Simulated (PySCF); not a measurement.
**NMR problem set**

- geometry: GFN2-xTB
- spin–spin couplings from B3LYP/pcJ-1 (spin–dipole term left out of most H,H and C,H couplings)
- shieldings: GIAO PBE0/pcSseg-1
- code: PySCF 2.14.0 with density-fitted response routines
- single conformer, non-relativistic Hamiltonian, no solvent, rapidly exchanging positions averaged

Referencing at the same level of theory: ¹H (σref 31.72) and ¹³C (σref 186.93) against TMS. Multiplet labels drop J under 1 Hz and among equivalent protons, and merge close values. Unscaled 3J(H,H) run several per cent high. Splittings of carbon signals by F and P are missing where no couplings were computed. Where no couplings were computed, multiplicities follow the n + 1 count of equivalent neighbours, and m marks all less simple cases (inequivalent or close neighbours, rings, F or P nearby). Shifts are as computed. Against solution values, carbons near 30 ppm lie about +3 ppm off and those near 130 ppm about +5 ppm. Of 1211 compounds with measured shifts, 218 miss one by over three times the rms of a fit or turn the order of signals round; such compounds aren't used in these exercises.

Problem. C$_{5}$H$_{4}$O$_{2}$. ¹H NMR (500 MHz, computed): δ 7.74 (d, J = 7.2 Hz, 2H), 6.43 (d, J = 7.2 Hz, 2H). ¹³C{¹H} NMR (computed): δ 176.8 (C), 159.8 (CH), 127.7 (CH). Give a structure.

Solution. 4H-pyran-4-one (O=c1ccocc1). Rings plus π bonds: 4 (1 ring in the answer). 3 carbon signals for 5 carbons: some carbons are equivalent by symmetry or fast rotation. Carbon types of the structure: 1 × C, 4 × CH, which accounts for all hydrogens. δC 176.8: ring carbonyl carbon. δC 159.8, 127.7: unsaturated ring CH. δH 7.74, 6.43: hydrogen on a unsaturated ring CH. The protons at 6.43 and 7.74 share a coupling of 7.2 Hz (vicinal, an ortho-type coupling).

The data come from this structure; uniqueness wasn't tested.

Problem. C$_{7}$H$_{7}$FO. ¹H NMR (500 MHz, computed): δ 6.39 (m, 1H), 5.83 (br s, 1H), 5.71 (m, 1H), 5.23 (br s, 1H), 2.06 (s, 3H). ¹³C{¹H} NMR (computed): δ 168.2 (C), 150.8 (C), 139.4 (C), 115.6 (CH2), 114.3 (CH), 91.2 (CH), 21.1 (CH3). What is it?

Solution. `c1(F)ccc(C(=C)C)o1`. Rings plus π bonds: 4 (1 ring in the answer). 7 carbon signals for 7 carbons: no two carbons are equivalent. Carbon types of the structure: 3 × C, 2 × CH, 1 × CH2, 1 × CH3, which accounts for all hydrogens. δC 168.2: aromatic carbon bearing fluorine; an ipso carbon deshielded by its heteroatom. δC 150.8: substituted aromatic carbon next to the ring oxygen. δC 139.4: fully substituted alkene carbon; an sp2 carbon of a C=C bond. δC 115.6: terminal =CH2 carbon; an sp2 carbon of a C=C bond.

The data come from this structure; uniqueness wasn't tested.

Problem. C$_{7}$H$_{7}$FO. ¹H NMR (500 MHz, computed): δ 10.06 (m, 1H), 5.61 (m, 1H), 2.88 (m, 1H), 2.71 (d, 1H), 1.54 (d, 3H). ¹³C{¹H} NMR (computed): δ 202.4 (CH), 186.5 (C), 97.0 (CH), 96.6 (CH), 79.9 (C), 54.8 (CH), 14.4 (CH3). What is it?

Solution. `C(#C)/C=C(/F)[C@@H](C)C=O`. Rings plus π bonds: 4 (no ring in the answer). 7 carbon signals for 7 carbons: no two carbons are equivalent. Carbon types of the structure: 2 × C, 4 × CH, 1 × CH3, which accounts for all hydrogens. δC 202.4: aldehyde carbonyl carbon; the double bond to the heteroatom, with no lone-pair donor beside it, deshields it most. δC 97.0: terminal alkyne carbon; sp carbons lie upfield of alkene carbons because the cylindrical π system leaves one tensor component strongly shielded. δC 79.9: alkyne carbon; sp carbons lie upfield of alkene carbons because the cylindrical π system leaves one tensor component strongly shielded. δH 10.06: hydrogen on an aldehyde carbonyl carbon; deshielded by the polar, anisotropic C=O bond.

The shifts were computed for this structure.
